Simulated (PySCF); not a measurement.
A drawing and its optimised geometry.

C7H13AlClN. Drawn bonds (atoms numbered from 1): C1–C2, C2–C3, C3≡N4, N4–Al5, Al5–C6, C6–Cl7, C2–C8, C8–C9, C9–C10, C8–C10, C1–H11, C1–H12, C1–H13, C2–H14, Al5–H15, Al5–H16, C6–H17, C6–H18, C8–H19, C9–H20, C9–H21, C10–H22, C10–H23.

Geometry after optimisation with GFN2-xTB (Å):

```
atom  x, y, z in Å
C1    -1.538   -2.213   -0.472
C2    -1.210   -0.742   -0.759
C3     0.211   -0.564   -0.869
N4     1.347   -0.402   -0.903
Al5    3.316   -0.150   -0.474
C6     4.262    1.057    0.875
Cl7    2.487    1.457    0.997
C8    -1.697    0.176    0.355
C9    -3.073    0.765    0.271
C10   -1.872    1.641    0.091
H11   -2.610   -2.318   -0.324
H12   -1.230   -2.845   -1.300
H13   -1.027   -2.546    0.428
H14   -1.667   -0.441   -1.709
H15    3.311   -1.617    0.052
H16    3.585    0.352   -1.916
H17    4.564    0.787    1.891
H18    4.751    2.006    0.637
H19   -1.332   -0.113    1.332
H20   -3.644    0.853    1.182
H21   -3.675    0.538   -0.596
H22   -1.652    2.010   -0.900
H23   -1.612    2.335    0.874
```

Here a drawn bond counts as lost beyond 1.3 times the sum of covalent radii plus 0.1 Å; another pair counts as a new contact within 1.08 times that sum, or 1.2 times among H, C, N, O, F, S and Cl. Covalent radii used (Å): Al 1.21, C 0.73, Cl 1.02, H 0.31, N 0.71.

(1) Which drawn bonds no longer describe this geometry, and which new contacts appear?

(2) How long is each drawn bond in this geometry?

## Answers

(1) No drawn bond is lost. New contacts: Al5–Cl7 (2.33 Å; radii sum 2.23 Å). The tight-binding optimisation can itself be at fault, so a check at a higher level is due before the drawing is dismissed.

(2) 
| drawn bond | length (Å) | over radii sum |
| --- | --- | --- |
| C1–C2 | 1.534 | 1.05 |
| C2–C3 | 1.436 | 0.98 |
| C3–N4 | 1.148 | 0.80 |
| N4–Al5 | 2.031 | 1.06 |
| Al5–C6 | 2.042 | 1.05 |
| C6–Cl7 | 1.823 | 1.04 |
| C2–C8 | 1.523 | 1.04 |
| C8–C9 | 1.499 | 1.03 |
| C9–C10 | 1.498 | 1.03 |
| C8–C10 | 1.499 | 1.03 |
| C1–H11 | 1.087 | 1.05 |
| C1–H12 | 1.087 | 1.05 |
| C1–H13 | 1.087 | 1.05 |
| C2–H14 | 1.097 | 1.05 |
| Al5–H15 | 1.559 | 1.03 |
| Al5–H16 | 1.550 | 1.02 |
| C6–H17 | 1.094 | 1.05 |
| C6–H18 | 1.094 | 1.05 |
| C8–H19 | 1.083 | 1.04 |
| C9–H20 | 1.079 | 1.04 |
| C9–H21 | 1.080 | 1.04 |
| C10–H22 | 1.079 | 1.04 |
| C10–H23 | 1.078 | 1.04 |

The numbers are calculated, not measured.
